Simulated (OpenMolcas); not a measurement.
A calculation on S I.

```yaml
Program: OpenMolcas 26.06
Method: "SS-RASPT2, IPEA 0.25 Eh, imaginary shift 0.1 Eh (closed shells correlated: 2s 2p)"
Basis: ANO-RCC-VQZP [6s5p3d2f1g]
Scalar_Hamiltonian: DKH2, point nucleus
Active_space: 6 electrons in 9 orbitals (RAS2 3s 3p; RAS3 3d, at most 2 electrons)
State_averaging: 2S+1 = 3 even, 3 roots; 2S+1 = 1 even, 6 roots; 2S+1 = 3 odd, 3 roots
Spin-orbit_coupling: RASSI with atomic mean-field integrals over the reference wave functions, term energies averaged over their components
```

(1) Which level of the active space comes out lowest?

(2) How high does 3s² 3p⁴ ¹D₂ lie?

(3) How high does 3s² 3p⁴ ¹S₀ lie?

(4) How high does 3s 3p⁵ ³P°₁ lie?

Measured values: NIST Handbook of Basic Atomic Spectroscopic Data.

Results:

(1) 3s² 3p⁴ ³P₂, with 100 % of that term; it is also the measured ground level.

(2) 9260 cm⁻¹ above the lowest level; measured 9239 cm⁻¹ above the ground level, so the calculation is off by 0 %.

(3) 22190 cm⁻¹ above the lowest level; measured 22180 cm⁻¹ above the ground level, so the calculation is off by 0 %.

(4) 74620 cm⁻¹ above the lowest level; measured 72382 cm⁻¹ above the ground level, so the calculation is off by +3 %.

Term energies are means over components that CASPT2 splits; among the terms shown or strongly mixed into the levels shown the widest spread is 22 cm-1 (3s² 3p⁴ ¹D). Active for correlation alone: 3d; no level in the range computed is led by a configuration that fills it, so any true level of that kind is missing. Some terms mix strongly with configurations of 3d, whose occupation reaches 0.33 (3s 3p⁵ ³P°). Computed and measured levels are paired by configuration, term and J; levels that our copy of the source lacks, or whose pairing is in doubt (as where it misses far off the trend of its configuration), stay unpaired and out of the deviations. Levels of configurations outside the active space are missing.

° marks odd parity.
